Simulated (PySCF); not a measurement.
AlI2, multiplicity 2. Atoms are numbered in the order given.

```xyz
3

Al     0.0000     0.0000     1.1182
I      0.0000    -2.1806    -0.1371
I      0.0000     2.1806    -0.1371
```
Charge 0, spin multiplicity 2.

The structure is a stationary point at B3LYP-D3(BJ)/def2-SVP. The multiplicity is an assumed one; other spin states were not compared. The isomer is the one that the SMILES or the coordinates give; other isomers of the formula were not compared. The def2 effective core potentials stand for the cores of I; spin–orbit coupling is left out.

Computed with PySCF with CAM-B3LYP/def2-TZVPD.

Mulliken values depend strongly on the basis, most of all with diffuse functions as here. ESP charges are fitted to the potential on shells at 1.4 to 2.0 van der Waals radii. Atomic charges (e):

| atom | Mulliken | ESP fit | Mulliken spin |
|---|---|---|---|
| Al1 | 0.26 | 0.28 | 0.70 |
| I2 | -0.13 | -0.14 | 0.15 |
| I3 | -0.13 | -0.14 | 0.15 |
